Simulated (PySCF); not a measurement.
EPR parameters of C7H13

Species: C₇H₁₃ (doublet state).
Cartesian coordinates in Å at the GFN2-xTB level; atoms count from 1:
```xyz
20
C7H13 angstrom
C      2.4263    0.2831    0.2143
C      0.9956    0.1706   -0.3021
C      0.1393    1.2908    0.1529
C     -1.2870    1.2558   -0.2359
C     -1.9165   -0.0829    0.2056
C     -1.0959   -1.2485   -0.3354
C      0.3496   -1.1640    0.1431
H      3.0282   -0.5526   -0.1367
H      2.8815    1.2074   -0.1338
H      2.4391    0.2822    1.3023
H      1.0164    0.1547   -1.4030
H      0.4673    1.9199    0.9612
H     -1.3837    1.3196   -1.3273
H     -1.8374    2.0889    0.2034
H     -2.9464   -0.1437   -0.1524
H     -1.9327   -0.1247    1.2968
H     -1.5366   -2.1932   -0.0065
H     -1.1186   -1.2314   -1.4280
H      0.9298   -1.9994   -0.2551
H      0.3764   -1.2218    1.2335
```

The hyperfine couplings belong to this conformer and change with its torsions.

The species is `C[C@@H]1[CH]CCCC1` [radical].

Computed, not measured: UKS B3LYP, pcH-1 on C H, non-relativistic, mean-field spin-orbit, GIAO (PySCF). Geometry: GFN2-xTB, one conformer, isolated molecule. Couplings are sensitive to structure, and on GFN2-xTB geometries they can be far from those on DFT ones. The SCF solution wasn't tested for stability.

```json
{
  "g1, g2, g3": "2.00224, 2.00262, 2.00296",
  "g_iso": "2.00261",
  "Form of g": "rhombic: the two nearest values differ by 48 % of g3 − g1",
  "⟨S²⟩": "0.7538 (exact 0.7500)",
  "α and β electrons": "28, 27",
  "Total energy": "-274.55386 Eh"
}
```

Isotropic coupling and dipolar principal values T1 to T3, in mT (MHz turned into mT with g_iso):

| atom | isotope | a_iso | T1 | T2 | T3 | Mulliken spin population |
| --- | --- | --- | --- | --- | --- | --- |
| C1 | 13C | 0.06 | -0.04 | -0.02 | 0.06 | 0.00 |
| C2 | 13C | -1.06 | -0.08 | -0.02 | 0.09 | -0.08 |
| C3 | 13C | 3.75 | -2.80 | -2.79 | 5.60 | 1.02 |
| C4 | 13C | -1.08 | -0.08 | -0.02 | 0.10 | -0.08 |
| C5 | 13C | 1.94 | -0.21 | -0.19 | 0.40 | 0.04 |
| C6 | 13C | -0.07 | -0.03 | -0.02 | 0.05 | 0.00 |
| C7 | 13C | 1.83 | -0.19 | -0.18 | 0.37 | 0.04 |
| H8 | 1H | -0.08 | -0.06 | -0.05 | 0.12 | 0.00 |
| H9 | 1H | -0.05 | -0.12 | -0.10 | 0.21 | 0.00 |
| H10 | 1H | -0.05 | -0.10 | -0.10 | 0.20 | 0.00 |
| H11 | 1H | 2.53 | -0.17 | -0.17 | 0.34 | 0.04 |
| H12 | 1H | -2.16 | -1.36 | 0.02 | 1.34 | -0.05 |
| H13 | 1H | 2.78 | -0.17 | -0.16 | 0.34 | 0.04 |
| H14 | 1H | 0.14 | -0.19 | -0.13 | 0.32 | 0.00 |
| H15 | 1H | 0.39 | -0.12 | -0.06 | 0.18 | 0.01 |
| H16 | 1H | -0.14 | -0.18 | -0.07 | 0.25 | 0.00 |
| H17 | 1H | 0.29 | -0.05 | -0.04 | 0.09 | 0.00 |
| H18 | 1H | 0.02 | -0.06 | -0.06 | 0.12 | 0.00 |
| H19 | 1H | 0.48 | -0.12 | -0.06 | 0.18 | 0.01 |
| H20 | 1H | -0.13 | -0.18 | -0.07 | 0.25 | 0.00 |

Largest spin populations (Mulliken): C3 (+1.02), C4 (-0.08) and C2 (-0.08). No atom but C3 exceeds +0.15. The positive populations add up to 1.21 and the negative ones to -0.21, together 2S = 1. The angles at C3 add up to 357.5°, so it is nearly planar; its axial dipolar tensor and the negative coupling of its proton fit spin in a p orbital normal to that plane.

Axes: g3 points within 5° of the C3–H12 bond.

Under fast tumbling the dipolar parts average out, and these isotropic splittings remain (the largest six): 1 × 1H (H13, I = 1/2, 2 lines) with 2.78 mT, 1 × 1H (H11, I = 1/2, 2 lines) with 2.53 mT, 1 × 1H (H12, I = 1/2, 2 lines) with 2.16 mT, 1 × 1H (H19, I = 1/2, 2 lines) with 0.48 mT, 1 × 1H (H15, I = 1/2, 2 lines) with 0.39 mT and 1 × 1H (H17, I = 1/2, 2 lines) with 0.29 mT.

Class means assume fast exchange of nuclei equivalent by connectivity; if that motion is slow, each nucleus keeps its own coupling.

The 13C coupling of C3 (105.2 MHz) shows only in satellite lines or after enrichment, since that isotope makes up about 1.07 % of natural carbon.

β density exceeds α density at some nuclei, such as C4 (-0.0270), C2 (-0.0265) and H12 (-0.0136), spin density in bohr⁻³. In a single determinant that takes different orbitals for the two spins, that is spin polarisation.
